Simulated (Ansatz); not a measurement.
Relaxation of H$_{4}$InNO (7 atoms, charge 0, multiplicity 1), to a largest force component of 0.015 eV/Å in at most 40 steps.

These are results of Ansatz, RKS PBE-D4/def2-TZVP, not measurements.

```xyz
7
Properties=species:S:1:pos:R:3
N -0.909 0.875 -0.982
In 0.086 0.128 0.630
O 1.437 -1.135 0.024
H -0.721 0.214 -1.733
H -1.917 0.930 -0.874
H -0.031 0.501 2.287
H 2.054 -1.513 0.648
```

Question: Where does it end, and by what steps?

Answer: The forces met the threshold. After 6 steps the energy has fallen by 0.105 eV; H5 moved furthest, 0.14 Å.

```json
{"step": "0", "energy less start (eV)": "0.0000", "largest force component (eV/Å)": "1.194", "accepted": "yes"}
{"step": "1", "energy less start (eV)": "-0.0834", "largest force component (eV/Å)": "0.430", "accepted": "yes"}
{"step": "2", "energy less start (eV)": "-0.0993", "largest force component (eV/Å)": "0.204", "accepted": "yes"}
{"step": "3", "energy less start (eV)": "-0.1038", "largest force component (eV/Å)": "0.122", "accepted": "yes"}
{"step": "4", "energy less start (eV)": "-0.1046", "largest force component (eV/Å)": "0.038", "accepted": "yes"}
{"step": "5", "energy less start (eV)": "-0.1050", "largest force component (eV/Å)": "0.017", "accepted": "yes"}
{"step": "6", "energy less start (eV)": "-0.1051", "largest force component (eV/Å)": "0.003", "accepted": "yes"}
```

```xyz
7
Properties=species:S:1:pos:R:3
N -0.903 0.785 -0.976
In 0.069 0.074 0.660
O 1.513 -1.158 -0.026
H -0.820 0.197 -1.805
H -1.875 1.067 -0.861
H -0.067 0.508 2.312
H 2.082 -1.473 0.696
```

Whether the end is a true minimum wasn't checked by a vibrational analysis.

Run time: 8.6 s on 2 threads of Intel(R) Xeon(R) 6975P-C (Granite Rapids), with other jobs on the host, peak memory 0.23 GiB.
